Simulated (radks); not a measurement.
Species: the platinum ion Pt+. Configuration: [Xe] 4f14 5d9. Method: scalar-relativistic Kohn-Sham, PBEsol, spin-polarised, spherical densities, finite nucleus; open shells are filled with parallel spins first (spin-orbit coupling, left out, can overturn this in heavy ions); Fermi nuclear charge, rms radius 5.427 fm; computed with a radial shooting solver on a logarithmic mesh with Libxc functionals.

Radial electron density D(r) = 4 pi r^2 rho(r):

r (bohr)  D(r) (e/bohr)   spin D(r)
0.00236           32.40  -0.0000700
0.003147          45.95  -0.0000978
0.004198          62.53   -0.000131
0.005599          80.61   -0.000165
0.007527          97.24   -0.000198
0.01004           106.8   -0.000225
0.01339           106.4   -0.000252
0.01786           99.02   -0.000254
0.02382           96.11   0.0000251
0.03177           110.3     0.00170
0.04237           136.1     0.00788
0.05652           144.9      0.0237
0.07538           124.6      0.0505
0.1005            113.9      0.0714
0.1341            132.4      0.0514
0.1788            121.1    0.000567
0.2385            78.87      0.0228
0.3182            79.06       0.129
0.4243            83.64       0.106
0.566             50.62    -0.00941
0.7609            25.85       0.189
1.015             19.03       0.615
1.354             12.09       0.745
1.805             5.631       0.502
2.408             2.053       0.207
3.212            0.5394      0.0497
4.284           0.08604     0.00600
5.713          0.006761    0.000250

D(r) has 4 maxima, at r = 0.0114, 0.0530, 0.146, 0.382 bohr, and minima at 0.0222, 0.0951, 0.271 bohr, inside which lie 1.89, 11.06, 29.96 electrons.
